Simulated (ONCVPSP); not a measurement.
Lu: one change to an ONCV potential, before and after

ONCVPSP 4.0.1 input, shortened (lines: element, Z, core and valence counts, functional; n l f; lmax; l rc ep ncon nbas qcut; lloc lpopt rc5 dvloc0; l nproj debl; icmod fcfact rcfact), PBE, scalar-relativistic:

```
  Lu 71.00    9    5        4      upf
    1    0    2.00
    2    0    2.00
    2    1    6.00
    3    0    2.00
    3    1    6.00
    3    2   10.00
    4    0    2.00
    4    1    6.00
    4    2   10.00
    4    3   14.00
    5    0    2.00
    5    1    6.00
    5    2    1.00
    6    0    2.00
    3
    0    2.05    0.00    4    8    6.80
    1    1.45    0.00    4    7    6.50
    2    2.45    0.00    4    8    3.30
    3    1.25    0.00    5    9   13.50
    3    5    1.25    0.00
    0    2    1.40
    1    2    3.30
    2    1    0.60
    3    0    3.00
    2    0.65    1.10
```

Change: f: nproj 1; local potential polynomial inside 1.15 bohr (lpopt 5, dvloc0 0 Ha).

Cutoffs: the cutoffs (Ha) at which the residual kinetic energy of the hardest occupied pseudo-wave falls to 1 and 0.1 mHa per electron; they do not see the model core or the augmentation charge, which bear on the density cutoff. Errors are all-electron minus pseudo energies relative to the spin-unpolarised reference configuration.

Problem. What does the change do?

Solution. The potential gets neither clearly harder nor softer (87 Ha and 184 Ha → 87 Ha and 184 Ha); the bound ghost in p, s disappears; the lowest positive-energy flag moves from none to s at 54.2 eV; of the 3 tests that both files solve, the error grows in 0 and shrinks in 1 by more than 15 % and 0.3 meV (median size 9.0 → 8.8 meV); the range in which the s phases agree narrows (upper end at the end of the scan → 1.9). In the separable form a ghost depends on how the local part lies against the semilocal potential of the channel, so the choice of the local part can create or remove one.

| quantity | base | changed |
| --- | --- | --- |
| cutoff, loose | 87 Ha | 87 Ha |
| cutoff, tight | 184 Ha | 184 Ha |
| bound ghosts | s, p | none |
| GHOST(+) flags under 300 eV | none | s at 54.2 eV, d at 234.2 eV |
| tests with a reliable result | 3 of 4 | 3 of 4 |
| error for 4f14 5s2 5p6 5d1 6s1, meV [ΔE 7.37 eV] | -2.0 | -1.9 |
| error for 4f14 5s2 5p6 5d1 6s0, meV [ΔE 20.65 eV] | -9.0 | -8.8 |
| error for 4f13 5s2 5p6 5d2 6s2, meV [ΔE 10.93 eV] | -204 | -90 |
| s: phases at 2.08 bohr within 0.05 rad from the reference energy up to (Ha; the scan ends near 5) | to the end of the scan | 1.9 |
| p: phases at 1.47 bohr within 0.05 rad from the reference energy up to (Ha; the scan ends near 5) | to the end of the scan | to the end of the scan |
| d: phases at 2.48 bohr within 0.05 rad from the reference energy up to (Ha; the scan ends near 5) | 1.2 | 1.2 |
| f: phases at 1.27 bohr within 0.05 rad from the reference energy up to (Ha; the scan ends near 5) | 0.5 | 1.3 |
| rms error of d²Exc/dni dnj with the model core, mHa | 1.70 | 1.70 |

 A true bound ghost makes a file unfit for plane-wave use even where its test errors are small: the radial tests pick states by their node count and pass the ghost by.
